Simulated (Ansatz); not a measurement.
Isolated molecules relaxed with PBE0-D4/def2-TZVP in Ansatz; ΔE leaves out vibrations. CCSD(T)/CBS adds triple-zeta CCSD(T) − MP2 to the extrapolated MP2 energy (def2 sets, frozen cores). DFT in def2-TZVPP. Each species was taken in one conformer, which may not be the lowest.

`BC=C=C=C` + `OB(S)Cl` → `BSB(O)Cl` + `C=C=C=C`  (ligand exchange at a B–C bond)

`BC=C=C=C`:

```xyz
10

B     2.110   -0.609    0.642
C     1.188    0.597    0.433
C    -0.059    0.428    0.014
C    -1.238    0.230   -0.386
C    -2.465    0.024   -0.803
H     1.698   -1.709    0.424
H     3.235   -0.451    1.020
H     1.518    1.618    0.620
H    -2.834   -0.978   -1.000
H    -3.153    0.849   -0.964
```

`OB(S)Cl`:

Z-matrix (Å, degrees):
```
B
S 1 1.800
Cl 1 1.770 2 117.6
O 1 1.348 2 121.5 3 180.0
H 2 1.344 1 94.9 3 -180.0
H 4 0.962 1 113.2 2 -180.0
```

`BSB(O)Cl`:

Cartesian coordinates in Å:
```
B -0.219 -0.464 1.744
S -0.584 0.722 0.468
B 0.226 0.141 -1.081
O 0.087 0.887 -2.193
Cl 1.172 -1.323 -1.208
H 0.440 -1.427 1.525
H -0.682 -0.219 2.814
H -0.441 1.681 -2.070
```

`C=C=C=C`:

```xyz
8

C    -0.232   -0.623    1.825
C    -0.076   -0.203    0.594
C     0.075    0.203   -0.594
C     0.232    0.623   -1.825
H     0.591   -1.065    2.378
H    -1.189   -0.543    2.331
H     1.189    0.544   -2.330
H    -0.591    1.065   -2.378
```

```csv
level,ΔE (kJ/mol),difference from CCSD(T)/CBS
PBE-D4,-38.9,0.8
PBE0-D4,-38.2,1.5
ωB97X-V,-38.0,1.7
ωB97M-V,-37.3,2.4
PBE,-37.5,2.2
HF/def2-SVP,-30.2,9.5
MP2/def2-SVP,-36.9,2.8
CCSD/def2-SVP,-39.7,0.0
SCS-MP2/def2-TZVPP,-35.3,4.4
HF/CBS(def2),-28.5,11.2
CCSD(T)/CBS,-39.7,0
```

Question: What do rigid-rotor, harmonic-oscillator terms from PBE0-D4/def2-TZVP frequencies (298.15 K, 1 bar) make of the CCSD(T)/CBS value? (Estimate.)

Answer: The calculation gave: ΔZPE = +4.3 kJ/mol, ΔH = -35.1 kJ/mol, ΔS = -11 J/(mol·K), ΔG = -31.7 kJ/mol. Modes under 50 cm⁻¹ make the entropy rough.

Largest T1 diagnostic among the species: 0.014.

In def2-TZVPP, CCSD(T) changes the Hartree–Fock value by −10.2 kJ/mol (the triples alone add −1.5 kJ/mol) and MP2 by −8.7 kJ/mol. Leaving LDA and LC-ωPBE aside and taking each functional with its dispersion term where it has one, the values, not all of them listed here, spread over 4.6 kJ/mol, from PBE-D4 to B2PLYP.
